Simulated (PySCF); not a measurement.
GaHI2O. Atoms are numbered in the order given.

```xyz
5

Ga     0.7558     0.0084     0.0000
I     -0.4440    -2.1857     0.0000
I     -0.4366     2.1861     0.0000
O      2.5357     0.0656     0.0000
H      2.9575    -0.8053     0.0000
```

Geometry: B3LYP-D3(BJ)/def2-SVP. The def2 effective core potentials stand for the cores of I; spin–orbit coupling is left out. The values are those of a single conformer.

All values below come from CAM-B3LYP/def2-TZVP (PySCF).

ESP charges are fitted to the potential on shells at 1.4 to 2.0 van der Waals radii. Atomic charges (e):

```
atom  ESP fit  Löwdin
----  -------  ------
Ga1         ?   -0.40
I2          ?    0.19
I3          ?    0.22
O4          ?   -0.20
H5          ?    0.18
```

Task: Complete the blanks. (An estimate is asked for; the answer gives what the named calculation found.)

Result: 
- Ga1, ESP fit: 0.47
- I2, ESP fit: -0.15
- I3, ESP fit: -0.10
- O4, ESP fit: -0.59
- H5, ESP fit: 0.37
